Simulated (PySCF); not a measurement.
Fine-structure interval along the 19-electron series

Calculated with PySCF 2.14 and a two-component X2C-1e Hamiltonian (Gaussian nucleus, no Breit or QED terms), each ion in its own even-tempered basis scaled to its charge; GMP2 freezes [Ne] and drops the highest virtual spinors. Values in cm⁻¹.

| ion | configuration | GHF (screened spin-orbit) | GMP2 (screened spin-orbit) | GHF (bare spin-orbit) |
| --- | --- | --- | --- | --- |
| Pd²⁷⁺ | [Ar] 3d1 | 60540 | 60421 | 77393 |
| Ag²⁸⁺ | [Ar] 3d1 | 67695 | 67589 | 86036 |
| Cd²⁹⁺ | [Ar] 3d1 | 75463 | 75370 | 95376 |

Between Z = 46 and Z = 48 the GHF (bare spin-orbit) value grows as Z to the power 4.91.
